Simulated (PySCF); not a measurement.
C₂H₄BrFSi. Atoms are numbered in the order given.

```xyz
9

Si    -0.3607     0.2808     0.7425
F      0.8320     1.2132     1.3360
Br     0.5492    -1.3157    -0.5230
C     -1.4544     1.3594    -0.2888
C     -1.2257     2.6739    -0.4175
H     -1.0272    -0.3846     1.8844
H     -2.3044     0.9062    -0.8144
H     -0.3830     3.1601     0.0851
H     -1.8657     3.3171    -1.0313
```
Charge 0, spin multiplicity 1.

The structure is a stationary point at B3LYP-D3(BJ)/def2-SVP. This is a generated structure with no PubChem entry under its InChIKey; it may be hypothetical. The values are those of a single conformer.

Calculation: SMD-PBE0/6-31G* in PySCF.

Solvation free energies are E(SMD) − E(gas) at the gas-phase geometry, for 1 M in both phases. Bromine has the revised SMD18 radius of 2.60 Å. In vacuum the dipole moment is 2.47 D.

```
solvent        ΔG(solv) (kcal/mol)  its non-electrostatic (CDS) part  dipole (D)
-------------  -------------------  --------------------------------  ----------
water                         -0.4                               3.2        3.11
cyclohexanone                 -3.6                              -0.3        3.06
acetonitrile                  -4.1                              -0.7        3.09
```
